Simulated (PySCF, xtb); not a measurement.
CH5FO2Si2, SMILES [Si@H]1(F)OCO[SiH2]1.

GFN2-xTB (xtb) at its own geometry gives an orbital gap of 4.40 eV and a dipole moment of 1.80 D.

Geometry optimised at PBE0-D3(BJ)/def2-SVP. The structure was generated by enumeration; whether it is a known compound was not checked. The values are those of a single conformer.

Problem. What does PBE/def2-TZVP (PySCF) give? (An estimate is asked for; the answer gives what the named calculation found.)

Solution. gap 5.36 eV (levels -6.62 and -1.26 eV), dipole 1.01 D.
